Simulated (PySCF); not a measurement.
**Gas-phase thermal properties of GeHF₃**

Computed with PySCF (xtb for GFN2) and rigid-rotor harmonic-oscillator thermochemistry at 1 bar. 6-31G* has spherical d functions here. All species are closed-shell singlets. B3LYP is the form with VWN-RPA correlation. Ge: all electrons, no relativistic terms. GeHF₃: computed as isolated molecules; such fragments, hydroxides, amides, oligomers or adducts are transient or little studied in the gas. The harmonic model lacks anharmonicity and excited electronic states, which grow with temperature; levels with a mode under 35 cm⁻¹ are left out.

```csv
level,point group,σ,ZPE (kJ/mol),S°298 (J/mol/K),Cp298 (J/mol/K),S°1000 (J/mol/K),H1000 − H298 (kJ/mol)
B3LYP/6-31G*,C3v,3,39.7,295.0,71.4,401.1,63.5
GFN2-xTB,C3v,3,31.4,308.7,81.7,421.8,66.9
HF/6-31G*,C3v,3,43.2,291.0,68.4,394.5,62.1
PBE/def2-SVP,C3v,3,38.5,296.7,72.7,403.8,64.0
PBE0/def2-TZVP,C3v,3,40.0,294.6,71.5,400.7,63.4
```
σ: rotational symmetry number. Electronic degeneracy used: 1. Frequencies are unscaled.
